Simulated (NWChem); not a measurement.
## Electron attachment to CuF

```
Cu
F 1 1.7505
```
Charge 0, spin multiplicity 1.

All runs are NWChem calculations. All single points use one geometry, from B3LYP/def2-SVP, a minimum by its harmonic frequencies.

Basis set: def2-TZVPD. The species with one electron more has spin multiplicity 2 and keeps the geometry of the parent. Δ marks differences of total energies (open shells unrestricted). −ε marks an orbital energy of the parent. That orbital need not have the symmetry of the hole or added electron in the Δ rows. The basis adds only a small set of diffuse functions.

The correlated methods keep 10 core orbitals frozen. B3LYP has NWChem's definition, with VWN1-RPA local correlation. The structure started from a generated list of species. No SCF solution was tested for a lower state.

Q: For the vertical electron affinity, −ε(LUMO) of HF gives 0.30 eV and ΔBHandHLYP gives 0.98 eV. What do ΔB2PLYP, −ε(LUMO) of PBE, −ε(LUMO) of B3LYP give?

A: ΔB2PLYP: 1.10 eV; −ε(LUMO) of PBE: 4.12 eV; −ε(LUMO) of B3LYP: 3.50 eV.
